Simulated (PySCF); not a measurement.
## Radial density of Ba (barium, neutral)

UHF, [Xe] 6s2, closed-shell 1S. Calculation: PySCF 2.14, in aug-cc-pVQZ-X2C; scalar relativity by spin-free X2C-1e.

```json
{"r (bohr)": "0.0271", "4πr²ρ (e/bohr)": "66.68"}
{"r (bohr)": "0.0455", "4πr²ρ (e/bohr)": "70.20"}
{"r (bohr)": "0.0765", "4πr²ρ (e/bohr)": "95.71"}
{"r (bohr)": "0.129", "4πr²ρ (e/bohr)": "72.03"}
{"r (bohr)": "0.217", "4πr²ρ (e/bohr)": "81.70"}
{"r (bohr)": "0.364", "4πr²ρ (e/bohr)": "39.49"}
{"r (bohr)": "0.613", "4πr²ρ (e/bohr)": "33.00"}
{"r (bohr)": "1.03", "4πr²ρ (e/bohr)": "13.63"}
{"r (bohr)": "1.73", "4πr²ρ (e/bohr)": "6.167"}
{"r (bohr)": "2.92", "4πr²ρ (e/bohr)": "1.333"}
{"r (bohr)": "4.90", "4πr²ρ (e/bohr)": "0.4869"}
{"r (bohr)": "8.25", "4πr²ρ (e/bohr)": "0.08684"}
{"r (bohr)": "13.9", "4πr²ρ (e/bohr)": "0.0009915"}
```

Densities and radii are taken from the X2C orbitals without a picture-change correction, which distorts them close to the nucleus.

Spin-orbit coupling, which splits the p, d and f shells strongly at this Z, is absent.
